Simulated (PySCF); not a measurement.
Problem. Give a GFN2-xTB geometry of `Cc1cccc[n+]1[O-]` (2-methylpyridine-N-oxide).

Solution. 
```xyz
15
C6H7NO angstrom
C     -2.1511   -0.1974   -0.2193
C     -0.6708   -0.1288   -0.0779
C      0.1674   -1.2210   -0.1460
C      1.5391   -1.0789   -0.0047
C      2.0423    0.1949    0.2071
C      1.1811    1.2642    0.2691
N     -0.1557    1.1179    0.1302
O     -0.9185    2.1168    0.1921
H     -2.6220    0.2098    0.6756
H     -2.4845   -1.2172   -0.3819
H     -2.4676    0.4342   -1.0496
H     -0.2676   -2.1942   -0.3129
H      2.1919   -1.9344   -0.0582
H      3.1009    0.3628    0.3241
H      1.5106    2.2792    0.4304
```

Any rigid rotation of these coordinates is as good. Atoms count from 1 in this order. The C–C distances run from 1.374 Å (C5–C6, aromatic) to 1.489 Å (C1–C2, drawn single), a spread of 0.115 Å. Of the pairs four or more bonds apart, O8···H9 is among the closest relative to their van der Waals radii: 2.60 Å, 96 % of the sum of Bondi's values. The 6-membered ring C2–C3–C4–C5–C6–N7 has internal angles of 118.0° to 122.1°; it is planar, 0.00 Å rms from its mean plane, widest ring torsion 0°. N7 (N-oxide nitrogen) is planar (angles 120.6°, 120.2° and 119.2°, sum 360.0°, 0.00 Å off the plane of its three neighbours).

Bonds between heavy atoms (Å): C1–C2 1.489, C2–C3 1.378, C3–C4 1.386, C4–C5 1.386, C5–C6 1.374, C6–N7 1.352, N7–O8 1.258, C2–N7 1.365.

Computed geometry: GFN2-xTB, gas phase.

Point group: Cs (every atom within 0.08 Å of its image). Not checked by GFN2-xTB frequencies.
